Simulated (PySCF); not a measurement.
## Energy of Ta (tantalum, neutral) between two integer charges

The 6s beta orbital of [Xe] 4f14 5d3 6s2 is emptied in steps (occupation f), with all orbitals relaxed, ending at [Xe] 4f14 5d3 6s1. Calculation: PySCF 2.14, in def2-TZVP with the def2 core potential (60 electrons) (6s4p3d1f, 40 functions); a scalar-relativistic core potential. The exact energy is a straight line in f; departures are measured from the line between the end points of the same method.

```tsv
f	BHandHLYP (eV)	B3LYP (eV)
1	0.000	0.000
0.8	-0.229	-0.361
0.6	-0.348	-0.546
0.4	-0.354	-0.549
0.2	-0.240	-0.367
0	0.000	0.000
```

```json
{"method": "BHandHLYP", "E(f=0) − E(f=1) (eV)": "7.174", "−ε at f=1 (eV)": "5.761", "−ε at f=0.4 (eV)": "7.438"}
{"method": "B3LYP", "E(f=0) − E(f=1) (eV)": "7.459", "−ε at f=1 (eV)": "5.214", "−ε at f=0.4 (eV)": "7.901"}
```

Orbital energy along the path (eV):

| f | BHandHLYP | B3LYP |
| --- | --- | --- |
| 1 | -5.761 | -5.214 |
| 0.8 | -6.300 | -6.092 |
| 0.6 | -6.856 | -6.987 |
| 0.4 | -7.438 | -7.901 |
| 0.2 | -8.055 | -8.835 |
| 0 | -8.653 | -9.696 |

Reference removal energy between the ground levels: 7.550 eV (measured; NIST Atomic Spectra Database, ionization energies). The calculation has no spin-orbit coupling.
